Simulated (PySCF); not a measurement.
A GIAO shielding run with PySCF 2.14 (density fitting, non-relativistic, gas phase) on `C=Cc1ccc(F)cc1`, C8H7F:

```
{"job": {"kind": "nmr", "xc": "PBE0", "basis": "pcSseg-1"}, "charge": 0, "multiplicity": 1}
C      2.285479    -1.628535     0.567835
C      1.827059    -0.589756    -0.120404
C      0.468496    -0.059442    -0.104070
C      0.168980     1.046684    -0.903233
C     -1.099666     1.591869    -0.929891
C     -2.083573     1.020315    -0.144233
F     -3.327628     1.544357    -0.162071
C     -1.825676    -0.075470     0.660020
C     -0.552206    -0.607996     0.675140
H      3.311441    -1.943430     0.484919
H      1.670744    -2.206296     1.236284
H      2.506533    -0.056295    -0.774208
H      0.945136     1.485478    -1.513737
H     -1.333212     2.445794    -1.546203
H     -2.617049    -0.496477     1.260010
H     -0.352459    -1.461857     1.302430
```

Hardware: 1 thread of an x86-64 server CPU, shared host. The job also computes population analyses, field gradients, ring-centre shieldings.

Task: How large is the calculation?

Result: 64 electrons, 188 basis functions and 967 auxiliary functions.

Task: How long does it take?

Result: 20 s of wall time, with 14 SCF cycles and 5 response iterations. Times on a shared host scatter by some tens of per cent.
